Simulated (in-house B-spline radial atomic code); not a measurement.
A radial electron density 4πr²n(r) was computed for an atom or ion in its tabulated ground configuration with a B-spline radial code for spherical atoms; method: non-relativistic Hartree-Fock, average of configuration. Columns: r (bohr), 4πr²n(r) (electrons per bohr), bar.

```
 0.00169    1.842 #
 0.00211    2.766 ##
 0.00263    4.106 ###
 0.00327        6 ####
 0.00407    8.664 ######
 0.00507    12.32 ########
 0.00631    17.11 ###########
 0.00786    23.18 ###############
 0.00978    30.35 ###################
  0.0122    38.26 ########################
  0.0152    45.85 #############################
  0.0189    51.74 #################################
  0.0235    54.63 ###################################
  0.0293    53.82 ##################################
  0.0365    50.29 ################################
  0.0454    47.16 ##############################
  0.0565     48.3 ###############################
  0.0704     55.4 ###################################
  0.0876    64.81 #########################################
   0.109    68.91 ############################################
   0.136    62.55 ########################################
   0.169    50.76 ################################
   0.211    44.96 #############################
   0.262    49.67 ################################
   0.327    54.18 ###################################
   0.407    45.88 #############################
   0.506    28.38 ##################
    0.63    15.48 ##########
   0.785    13.06 ########
   0.977    14.22 #########
    1.22    12.29 ########
    1.52    7.938 #####
    1.89    4.211 ###
    2.35    2.062 #
    2.92    1.025 #
    3.64   0.5203 
    4.53   0.2579 
    5.65   0.1098 
    7.03  0.03569 
    8.75 0.007702 
    10.9 0.0009624 
    13.6 5.926e-05
```

Question: Which atom or ion is it?
A. Ru+
B. Ru
C. Mo
D. Ag+

Answer: B. The area under the curve, ∫4πr²n dr = ∫r·4πr²n d(ln r) on this logarithmic grid, is 44 electrons, which only this option has. The configuration is [Kr] 4d7 5s1.
